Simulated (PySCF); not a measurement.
C5H7N, SMILES C(#C)C/C=N/C. Coordinates come from a PBE0-D3(BJ)/def2-SVP optimisation. The structure was generated by enumeration; whether it is a known compound was not checked. Other conformers were not sampled.

Computed equilibrium geometry at PBE0-D3(BJ)/def2-SVP (PySCF confirms it by a frequency run) as a Z-matrix (one conformer of several):
```
C
N 1 1.2613
H 1 1.1109 2 122.55
C 2 1.4345 1 118.74 3 0.53
H 4 1.1021 2 109.34 1 -122.20
H 4 1.1022 5 106.22 2 117.97
H 4 1.1085 5 108.66 6 116.74
C 1 1.5061 3 116.03 2 179.55
H 8 1.1011 1 108.06 3 172.02
H 8 1.1059 9 107.05 1 -116.97
C 8 1.4577 9 111.11 10 -118.81
C 11 1.2106 10 150.52 8 -177.49
H 12 1.0742 10 161.23 8 -179.40
```
